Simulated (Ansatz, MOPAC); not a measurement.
Dissociation curve of AlMg (anion, charge -1), lowest singlet found (which spin is the ground state isn't settled by this scan).

Levels of theory: AM1, restricted, heats of formation (MOPAC); RMP2 = MP2 on RHF/aug-cc-pVDZ, frozen core (Ansatz, a quantum-chemistry and plane-wave program); UCCSD = Ansatz with CCSD on UHF/aug-cc-pVDZ, frozen core.

Energies are in mEh, each relative to the lowest point of its own curve between 2.38 and 2.86 Å, where full CI is lowest.

| R / Å | AM1 | RMP2 | UCCSD |
|---|---|---|---|
| 1.88 | 29.3 | 126.3 | 125.6 |
| 2.03 | 40.5 | 72.2 | 73.6 |
| 2.16 | 36.7 | 40.8 | 43.6 |
| 2.27 | 27.3 | 22.7 | 26.4 |
| 2.38 | 16.7 | 10.4 | 14.8 |
| 2.49 | 8.0 | 2.6 | 7.3 |
| 2.55 | 4.6 | 0.0 | 4.7 |
| 2.66 | 0.8 | 0.6 | 1.4 |
| 2.74 | 0.0 | 0.7 | 0.0 |
| 2.86 | 1.3 | 0.9 | 1.2 |

At the longest distance, 2.86 Å, AM1 lies highest above its minimum (1.3 mEh) and RMP2 lowest (0.9 mEh).

The scan ran from 1.88 to 8.84 Å; beyond the distances shown full CI changes its symmetry label. The restricted form behind AM1, RMP2 keeps the bonding electrons paired and can't separate into open-shell fragments. Where the anion isn't bound against loss of the electron, the finite basis alone holds it. The T1 diagnostic of CCSD on the restricted reference of RMP2 exceeds 0.045 at 2.55 to 2.86 Å. The unrestricted determinant behind UCCSD is spin-contaminated at 1.88 to 2.86 Å (<S²> up to 1.7, against 0.00 for a pure singlet).
